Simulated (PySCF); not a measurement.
# Hartree-Fock beside MP2: BH4Si cation

Calculated results; nothing here was measured. They come from PySCF 2.14.0, an open-source quantum chemistry program, on an isolated molecule that a program drew, which may never have been made. The molecule is BH4Si cation (charge +1, singlet), drawn as the SMILES string `B[SiH2+]`.

The geometry was optimised and harmonic frequencies were computed with HF and MP2, all in the cc-pV(D+d)Z basis, for the commonest isotopes, with a restricted reference for singlets and an unrestricted one otherwise, and a frozen core in MP2. Each result is a local minimum of its method.

Geometry at the HF minimum:
```xyz
6
BH4Si cation, angstrom
B    -1.6094   -2.0972   -1.7185
Si   -1.7794   -0.1666   -1.1020
H    -2.5928   -2.6523   -2.0927
H    -0.5326   -2.6014   -1.6823
H    -2.0685    0.1946    0.2902
H    -1.6218    0.9710   -2.0147
```

Lengths of the bonds as drawn, in Å (atoms numbered as above):
```
  bond     HF    MP2
B1-Si2  2.034  2.022
 B1-H3  1.190  1.199
 B1-H4  1.190  1.199
Si2-H5  1.467  1.473
Si2-H6  1.467  1.473
```

Rotational constants, in GHz:
```
constant,HF,MP2
A,95.24,94.28
B,10.79,10.88
C,10.6,10.69
```

Harmonic frequencies in cm^-1, each column in rising order, so a row needn't be the same motion in every method:
| rank | HF | MP2 |
|---|---|---|
| 1 | 283 | 308 |
| 2 | 448 | 409 |
| 3 | 454 | 419 |
| 4 | 608 | 612 |
| 5 | 821 | 783 |
| 6 | 951 | ? |
| 7 | 1021 | 966 |
| 8 | 1209 | 1143 |
| 9 | 2396 | 2336 |
| 10 | 2429 | 2376 |
| 11 | 2740 | 2671 |
| 12 | 2865 | 2797 |

**Estimate the missing MP2 frequency from the HF column.**

A single factor s that minimises the squared misfit of MP2 against s times HF over the other rows is sum(HF x MP2) / sum(HF^2) = 0.9730, with an rms misfit of 22 cm^-1. For rank 6 it gives 0.9730 x 951 = 925 cm^-1. The calculation gives 911 cm^-1, 14 cm^-1 below the estimate. The drawn bonds are on average 0.3 % longer in MP2 than in HF.
